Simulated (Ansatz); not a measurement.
# Forces away from equilibrium

SnH₂O₂ (SMILES [OH][Sn][OH]), closed shell, displaced at random from its PBE0-D4/def2-TZVP minimum.

```
5
angstrom
O -0.9781 0.1468 -0.5979
Sn -0.1521 -0.9200 0.7798
O 1.5724 -0.0299 0.5517
H -1.8291 0.0345 -0.8008
H 1.4718 0.6535 -0.0920
```

Program: Ansatz 0.2.0. Basis: def2-TZVPP. Cores are frozen in the correlated methods. Filled d shells of the heavier atoms are correlated. Core potentials replace the inner electrons of the atoms past krypton. The def2 sets are not built for correlating such inner shells, so the correlated values are less sure here.

CCSD(T) forces from the calculation:
| atom | Fx | Fy | Fz (eV/Å) |
| --- | --- | --- | --- |
| O1 | 4.674 | 1.367 | 0.387 |
| Sn2 | 0.198 | -0.897 | 0.929 |
| O3 | 0.237 | -0.586 | 0.657 |
| H4 | -5.135 | -0.694 | -1.209 |
| H5 | 0.027 | 0.809 | -0.764 |

Root-mean-square difference of the force components from those of CCSD(T): PBE-D4 0.357; r2SCAN-D4 0.087; PBE0-D4 0.058; wB97M-V 0.049 eV/Å.

T1 diagnostic: at most 0.018. These are differences at one structure, and CCSD(T) in triple zeta is itself an approximation.

For scale, one of the runs: CCSD(T)/def2-TZVPP forces, 140 basis functions (an equivalent command: `ansatz run in.yaml --threads 2`). Time: 110 s of wall clock on 2 CPU threads; the host was shared. Peak host memory: 1.6 GiB.
